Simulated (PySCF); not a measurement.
# Electron correlation in Be (beryllium, neutral)

[He] 2s1 3s1, high-spin 3S determinant (an excited configuration). Computed with PySCF 2.14 in x2c-TZVPPall with one added diffuse shell of s type (6s3p1d, 20 functions), with scalar relativity by spin-free X2C-1e. Frozen: nothing; 4 electrons correlated.

```tsv
level	correlation energy (mhartree)
CCSD	-34.93
(T)	-0.04
CCSD(T)	-34.97
CCSDT	-34.97
FCI	-34.97
```

Diagnostics: T1 = 0.015, D1 = 0.0417, largest double amplitude 0.064, weight of the Hartree-Fock determinant in FCI 0.9839 (22800 determinants).

Q: Is a single reference adequate?

A: Yes: T1 lies below 0.03 and no double amplitude reaches 0.07.

This basis was not built for core-valence correlation, so the inner-shell part is incomplete.
